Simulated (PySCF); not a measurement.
## Excitation energy of Hf(2+) by level of theory

Hf(2+) [Xe] 4f14 5d2 (3F) → Hf(2+) [Xe] 4f14 5d1 6p1 (high-spin determinant), as a difference of total energies. Computed with PySCF 2.14 in ANO-RCC-VTZP, with scalar relativity by spin-free X2C-1e. Correlated levels: valence: [Xe] 4f14 frozen; valence and next inner shell: [Kr] 4d10 4f14 frozen. The calculations carry no spin-orbit coupling.

| method | excitation energy (eV) |
| --- | --- |
| UHF | 5.669 |
| LDA | 5.587 |
| PBE | 5.558 |
| PBE0 | 5.716 |
| r2SCAN | 5.846 |
| MP2 (valence) | 5.684 |
| SCS-MP2 (valence) | 5.674 |
| MP2 (valence and next inner shell) | 5.726 |
| SCS-MP2 (valence and next inner shell) | 5.736 |

Problem. How much does correlation contribute at MP2 (valence and next inner shell)?

Solution. 5.726 − (5.669) = 0.057 eV, measured against UHF.

A first-order spin-orbit estimate (lowest level to lowest level, LS coupling) adds -0.171 eV.

The basis was made for the ground configuration and has no added diffuse functions, so the excitation energy can come out too high.

The determinant of the upper state mixes LS terms, which raises its energy above the lowest term, most at the Hartree-Fock and MP2 levels.
